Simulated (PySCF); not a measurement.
C$_{4}$H$_{12}$NSi (SMILES CCN([SiH2])CC), doublet, at a GFN2-xTB geometry; DF-M062X/6-311G** in PySCF.

PySCF was given this input:
```python
from pyscf import gto, scf, dft

mol = gto.Mole()
mol.atom = '''
    C    -1.925885   -1.476180    0.270486
    C    -1.326336   -0.469796   -0.713443
    N    -0.069699    0.092204   -0.288858
    Si   -0.049725    1.475688    0.746746
    C     1.046535   -0.818897   -0.376685
    C     2.387881   -0.107702   -0.305231
    H    -2.060505   -1.005466    1.241883
    H    -1.272828   -2.337522    0.388301
    H    -2.890912   -1.821848   -0.091814
    H    -2.033324    0.350268   -0.857111
    H    -1.180665   -0.959007   -1.685773
    H    -1.423997    1.931357    0.927864
    H     0.815584    2.503995    0.172963
    H     1.004254   -1.577345    0.421244
    H     0.974333   -1.350932   -1.335032
    H     3.191815   -0.824419   -0.457474
    H     2.449466    0.657453   -1.074429
    H     2.517659    0.363861    0.666182
'''
mol.basis = '6-311g**'
mol.charge = 0
mol.spin = 1
mol.verbose = 4
mol.symmetry = True
mol.build()

mf = dft.UKS(mol)
mf.xc = 'm062x'
mf = mf.density_fit(auxbasis='def2-universal-jkfit')
mf.kernel()
mf.analyze()
```

It wrote (shortened):

```
PySCF version 2.14.0

[INPUT] verbose = 4
[INPUT] num. atoms = 18
[INPUT] num. electrons = 57
[INPUT] charge = 0
[INPUT] spin (= nelec alpha-beta = 2S) = 1
[INPUT] symmetry True subgroup None
[INPUT] Mole.unit = angstrom
[INPUT] Symbol           X                Y                Z      unit          X                Y                Z       unit  Magmom
[...]
nuclear repulsion = 314.167886203634
point group symmetry = C1
symmetry origin: [0. 0. 0.]
symmetry axis x: [1. 0. 0.]
symmetry axis y: [0. 1. 0.]
symmetry axis z: [0. 0. 1.]
num. orbitals of irrep A = 188
number of shells = 100
number of NR pGTOs = 296
number of NR cGTOs = 188
basis = 6-311g**
ecp = {}

******** <class 'pyscf.df.df_jk.DFUKS'> ********
method = DFUKS
initial guess = minao
damping factor = 0
level_shift factor = 0
DIIS = <class 'pyscf.scf.diis.CDIIS'>
diis_start_cycle = 1
diis_space = 8
diis_damp = 0
SCF conv_tol = 1e-09
SCF conv_tol_grad = None
SCF max_cycles = 50
direct_scf = False
number electrons alpha = 29  beta = 28
XC library pyscf.dft.libxc version 7.1.2
    S. Lehtola, C. Steigemann, M. J. T. Oliveira, and M. A. L. Marques,  SoftwareX 7, 1–5 (2018)
XC functionals = m062x
    Y. Zhao and D. G. Truhlar,  Theor. Chem. Acc. 120, 215 (2008)
    Y. Zhao and D. G. Truhlar,  Theor. Chem. Acc. 120, 215 (2008)
radial grids:
    Treutler-Ahlrichs [JCP 102, 346 (1995); DOI:10.1063/1.469408] (M4) radial grids

becke partition: Becke, JCP 88, 2547 (1988); DOI:10.1063/1.454033
pruning grids: <function nwchem_prune>
grids dens level: 3
symmetrized grids: True
atomic radii adjust function: <function treutler_atomic_radii_adjust>
small_rho_cutoff = 0
Set gradient conv threshold to 3.16228e-05
tot grids = 207256
******** <class 'pyscf.df.df.DF'> ********
auxbasis = def2-universal-jkfit
init E= -504.457733117227

cycle= 1 E= -503.749356418634  delta_E= 0.708  |g|= 0.235  |ddm|= 2.17
cycle= 2 E= -503.765600433488  delta_E= -0.0162  |g|= 0.178  |ddm|= 0.335
cycle= 3 E= -503.779600785183  delta_E= -0.014  |g|= 0.0544  |ddm|= 0.161
cycle= 4 E= -503.780863544309  delta_E= -0.00126  |g|= 0.0221  |ddm|= 0.0608
cycle= 5 E= -503.781171529853  delta_E= -0.000308  |g|= 0.00651  |ddm|= 0.0251
cycle= 6 E= -503.781230525535  delta_E= -5.9e-05  |g|= 0.00242  |ddm|= 0.0159
cycle= 7 E= -503.781247102261  delta_E= -1.66e-05  |g|= 0.000918  |ddm|= 0.0101
cycle= 8 E= -503.781249392183  delta_E= -2.29e-06  |g|= 0.000448  |ddm|= 0.00395
cycle= 9 E= -503.781249643844  delta_E= -2.52e-07  |g|= 0.000161  |ddm|= 0.00101
cycle= 10 E= -503.781249680465  delta_E= -3.66e-08  |g|= 5.27e-05  |ddm|= 0.000418
cycle= 11 E= -503.78124968352  delta_E= -3.05e-09  |g|= 1.65e-05  |ddm|= 0.000117
cycle= 12 E= -503.781249683814  delta_E= -2.94e-10  |g|= 6.14e-06  |ddm|= 4.35e-05
Extra cycle  E= -503.781249683829  delta_E= -1.52e-11  |g|= 5.21e-06  |ddm|= 1.05e-05
converged SCF energy = -503.781249683829  <S^2> = 0.75361617  2S+1 = 2.0036129
**** SCF Summaries ****
Total Energy =                        -503.781249683829003
Nuclear Repulsion Energy =             314.167886203633941
One-electron Energy =                -1312.525918415653223
Two-electron Energy =                  494.576782528190279
Two-electron Coulomb Energy =          548.597398438409755
DFT Exchange-Correlation Energy =      -54.020615910219490
**** MO energy ****
                             alpha | beta                alpha | beta
[...]
To work with the spin densities directly, `use mulliken_meta_spin()` only printing them here.

 ** Mulliken spin pop alpha/beta on meta-lowdin orthogonal AOs **
 ** Mulliken Spin Density (per AO)  **
spin_pop of  0 C 1s        0.00000
spin_pop of  0 C 2s        0.00039
spin_pop of  0 C 3s        0.00001
spin_pop of  0 C 4s        0.00000
spin_pop of  0 C 2px       0.00073
spin_pop of  0 C 2py       0.00126
spin_pop of  0 C 2pz       0.00344
spin_pop of  0 C 3px      -0.00003
spin_pop of  0 C 3py       0.00001
spin_pop of  0 C 3pz       0.00000
spin_pop of  0 C 4px       0.00000
[...]
spin_pop of  9 H 1s       -0.00028
spin_pop of  9 H 2s        0.00012
spin_pop of  9 H 3s        0.00001
spin_pop of  9 H 2px       0.00000
spin_pop of  9 H 2py      -0.00000
spin_pop of  9 H 2pz      -0.00001
spin_pop of  10 H 1s        0.00792
spin_pop of  10 H 2s        0.00005
spin_pop of  10 H 3s        0.00003
spin_pop of  10 H 2px       0.00002
spin_pop of  10 H 2py      -0.00001
spin_pop of  10 H 2pz       0.00000
spin_pop of  11 H 1s       -0.00210
spin_pop of  11 H 2s        0.00010
spin_pop of  11 H 3s        0.00007
spin_pop of  11 H 2px      -0.00021
spin_pop of  11 H 2py      -0.00003
spin_pop of  11 H 2pz       0.00006
spin_pop of  12 H 1s        0.02634
spin_pop of  12 H 2s        0.00024
spin_pop of  12 H 3s        0.00045
spin_pop of  12 H 2px       0.00016
spin_pop of  12 H 2py      -0.00015
spin_pop of  12 H 2pz      -0.00022
spin_pop of  13 H 1s        0.00870
spin_pop of  13 H 2s        0.00026
spin_pop of  13 H 3s        0.00004
spin_pop of  13 H 2px       0.00001
spin_pop of  13 H 2py       0.00001
spin_pop of  13 H 2pz      -0.00002
spin_pop of  14 H 1s        0.00078
spin_pop of  14 H 2s        0.00001
spin_pop of  14 H 3s       -0.00000
spin_pop of  14 H 2px      -0.00000
spin_pop of  14 H 2py      -0.00000
spin_pop of  14 H 2pz       0.00000
spin_pop of  15 H 1s        0.00051
spin_pop of  15 H 2s        0.00001
spin_pop of  15 H 3s        0.00000
spin_pop of  15 H 2px       0.00000
spin_pop of  15 H 2py      -0.00000
spin_pop of  15 H 2pz      -0.00000
spin_pop of  16 H 1s       -0.00010
spin_pop of  16 H 2s        0.00007
spin_pop of  16 H 3s        0.00000
spin_pop of  16 H 2px      -0.00000
spin_pop of  16 H 2py       0.00001
spin_pop of  16 H 2pz      -0.00000
spin_pop of  17 H 1s       -0.00376
spin_pop of  17 H 2s        0.00027
spin_pop of  17 H 3s        0.00006
spin_pop of  17 H 2px       0.00001
spin_pop of  17 H 2py       0.00001
spin_pop of  17 H 2pz       0.00002
 ** Mulliken Spin Density (per atom)  **
spin density of  0 C =      0.00584
spin density of  1 C =     -0.00180
spin density of  2 N =      0.11938
spin density of  3 Si =      0.83687
spin density of  4 C =     -0.00561
spin density of  5 C =      0.00749
spin density of  6 H =     -0.00084
spin density of  7 H =     -0.00025
spin density of  8 H =     -0.00052
spin density of  9 H =     -0.00016
spin density of  10 H =      0.00802
spin density of  11 H =     -0.00212
spin density of  12 H =      0.02683
spin density of  13 H =      0.00900
spin density of  14 H =      0.00079
spin density of  15 H =      0.00053
spin density of  16 H =     -0.00002
spin density of  17 H =     -0.00340
 ** Mulliken pop alpha/beta on meta-lowdin orthogonal AOs **
 ** Mulliken pop       alpha | beta **
In total            29.00000 | 28.00000
 ** Mulliken atomic charges   ( Nelec_alpha | Nelec_beta ) **
charge of  0C =     -0.33796  (     3.17190      3.16606 )
charge of  1C =     -0.07871  (     3.03846      3.04025 )
charge of  2N =     -0.43118  (     3.77528      3.65590 )
charge of  3Si =      0.39480  (     7.22103      6.38417 )
charge of  4C =     -0.07646  (     3.03543      3.04103 )
charge of  5C =     -0.33162  (     3.16955      3.16206 )
charge of  6H =      0.10824  (     0.44546      0.44630 )
charge of  7H =      0.10732  (     0.44621      0.44647 )
charge of  8H =      0.10993  (     0.44478      0.44530 )
charge of  9H =      0.10511  (     0.44736      0.44753 )
charge of  10H =      0.09763  (     0.45519      0.44718 )
charge of  11H =     -0.09166  (     0.54477      0.54689 )
charge of  12H =     -0.09883  (     0.56283      0.53600 )
charge of  13H =      0.08518  (     0.46191      0.45291 )
charge of  14H =      0.09761  (     0.45159      0.45080 )
charge of  15H =      0.11503  (     0.44275      0.44222 )
charge of  16H =      0.11504  (     0.44247      0.44249 )
charge of  17H =      0.11053  (     0.44304      0.44644 )
Dipole moment(X, Y, Z, Debye):  0.00276, -1.12755, -0.37138
```
